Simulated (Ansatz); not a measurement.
Two isomers of C7H10: A = `C/C=C1\C=CCC1`, B = `C=CC1(C=C)CC1`.

Computed with Ansatz on PBE0-D4/def2-TZVP structures; ΔE is electronic, products minus reactants. CCSD(T)/CBS adds triple-zeta CCSD(T) − MP2 to the extrapolated MP2 energy (def2 sets, frozen cores). Functionals use def2-TZVPP. B3LYP here is the variant with VWN-RPA as its local correlation; programs differ in this. Each species was taken in one conformer, which may not be the lowest.

**Question.** Which isomer does CCSD(T)/CBS put lower? Give the gap. (Estimate.)

**Answer.** Computed: A, by 29.8 kcal/mol.

**Question.** Give E(B) − E(A) in kcal/mol with ωB97M-V, B3LYP-D4, r2SCAN-D4, CCSD(T)/def2-SVP, LDA (SPW92), HF/def2-TZVPP, CCSD/def2-TZVPP. (Best estimate.)

**Answer.** Ansatz gave: ωB97M-V 29.2, B3LYP-D4 30.6, r2SCAN-D4 31.5, CCSD(T)/def2-SVP 29.6, LDA (SPW92) 33.8, HF/def2-TZVPP 30.3, CCSD/def2-TZVPP 29.5. None reverses the order clearly.

Largest T1 diagnostic: 0.011.

Leaving LDA and LC-ωPBE aside and taking each functional with its dispersion term where it has one, the values, not all of them listed here, spread over 3.2 kcal/mol, from ωB97M-V to HSE06-D4. LDA lies +2.2 kcal/mol from PBE without D4. In def2-TZVPP, CCSD(T) changes the Hartree–Fock value by −0.7 kcal/mol (the triples alone add +0.1 kcal/mol) and MP2 by −0.7 kcal/mol.
